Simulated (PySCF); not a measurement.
Species: C5H4ClN.
Numbering: `[Cl:1][c:2]1[cH:3][cH:4][cH:5][cH:6][n:7]1` (hydrogens: H8 on C3; H9 on C4; H10 on C5; H11 on C6)

Method used: TDDFT PBE0/def2-SVPD, vertical, gas phase, core orbitals frozen in the response (PySCF 2.14.0, density-fitted response routines). Isolated species at its GFN2-xTB geometry, gas phase.

Computed states:

| state | E (eV) | f |
| --- | --- | --- |
| S1 | 5.11 | 0.0034 |
| S2 | 5.34 | 0.055 |
| S3 | 5.38 | 0.0000 |
| S4 | 6.05 | 0.150 |
| S5 | 6.66 | 0.0003 |
| S6 | 6.91 | 0.0004 |
| S7 | 6.97 | 0.0012 |
| S8 | 7.05 | 0.119 |

Each state is given a Gaussian of 0.5 eV full width at half maximum, with ε(max) = 2.175×10⁸ f / Δν̃ (Δν̃ the width in cm⁻¹). The cross-section is σ = 3.8235×10⁻²¹ ε cm², given in Mb (10⁻¹⁸ cm²). The width is an assumption, not a result. The curve ends short of the highest state used, and states not computed would add to its high-energy end.

(1) Give the broadened spectrum and its maxima.

(2) Coming from long wavelengths, where does ε first pass 100 L mol⁻¹ cm⁻¹?

(3) On this curve, what absorbance would a 10⁻⁵ mol/L sample give at 222 nm over a 1 cm path?

Answers

(1) 
```json
{"λ (nm)": "192.3", "σ (Mb)": "5.72"}
{"λ (nm)": "195.0", "σ (Mb)": "10.70"}
{"λ (nm)": "197.6", "σ (Mb)": "17.43"}
{"λ (nm)": "200.2", "σ (Mb)": "24.41"}
{"λ (nm)": "202.9", "σ (Mb)": "29.59"}
{"λ (nm)": "205.5", "σ (Mb)": "30.96"}
{"λ (nm)": "208.1", "σ (Mb)": "28.55"}
{"λ (nm)": "210.8", "σ (Mb)": "23.34"}
{"λ (nm)": "213.4", "σ (Mb)": "17.63"}
{"λ (nm)": "216.0", "σ (Mb)": "12.85"}
{"λ (nm)": "218.7", "σ (Mb)": "9.80"}
{"λ (nm)": "221.3", "σ (Mb)": "8.78"}
{"λ (nm)": "223.9", "σ (Mb)": "9.17"}
{"λ (nm)": "226.6", "σ (Mb)": "10.28"}
{"λ (nm)": "229.2", "σ (Mb)": "11.33"}
{"λ (nm)": "231.8", "σ (Mb)": "11.83"}
{"λ (nm)": "234.5", "σ (Mb)": "11.54"}
{"λ (nm)": "237.1", "σ (Mb)": "10.52"}
{"λ (nm)": "239.7", "σ (Mb)": "9.00"}
{"λ (nm)": "242.3", "σ (Mb)": "7.25"}
{"λ (nm)": "245.0", "σ (Mb)": "5.48"}
{"λ (nm)": "247.6", "σ (Mb)": "3.97"}
{"λ (nm)": "250.2", "σ (Mb)": "2.75"}
{"λ (nm)": "252.9", "σ (Mb)": "1.81"}
{"λ (nm)": "255.5", "σ (Mb)": "1.16"}
{"λ (nm)": "258.1", "σ (Mb)": "0.72"}
{"λ (nm)": "260.8", "σ (Mb)": "0.43"}
{"λ (nm)": "263.4", "σ (Mb)": "0.25"}
{"λ (nm)": "266.0", "σ (Mb)": "0.15"}
{"λ (nm)": "268.7", "σ (Mb)": "0.08"}
{"λ (nm)": "271.3", "σ (Mb)": "0.04"}
{"λ (nm)": "273.9", "σ (Mb)": "0.02"}
{"λ (nm)": "276.6", "σ (Mb)": "0.01"}
{"λ (nm)": "279.2", "σ (Mb)": "0.01"}
{"λ (nm)": "281.8", "σ (Mb)": "0.00"}
{"λ (nm)": "284.5", "σ (Mb)": "0.00"}
```

Maxima: 232 nm (5.34 eV), ε about 3100, made up of S2 (96%); 205 nm (6.04 eV), ε about 8100, made up of S4 (100%) (ε in L mol⁻¹ cm⁻¹; maxima over ε = 5, shares over 10%).

(2) At about 261 nm (4.74 eV), 0.36 eV below S1.

(3) 222 nm is 5.585 eV, where ε is about 2300 L mol⁻¹ cm⁻¹, so A = ε c l ≈ 0.023 (Beer–Lambert, with the gas-phase spectrum and the assumed width).
